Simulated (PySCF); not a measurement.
bromine atom (Br), doublet; BLYP/cc-pVDZ (PySCF).

PySCF was given this input:
```python
from pyscf import gto, scf, dft

mol = gto.M(
    atom='''
Br    0.00000000    0.00000000    0.00000000
''',
    basis='cc-pvdz',
    spin=1,
    verbose=3,
)

mf = dft.UKS(mol)
mf.xc = 'blyp'
mf.kernel()
```

**Question.** Write the output that PySCF gives for this input, abridged.

**Answer.** 
```
SCF not converged.
SCF energy = -2574.10818531312 after 50 cycles  <S^2> = 0.75023357  2S+1 = 2.0002336
```

Convergence was not reached.
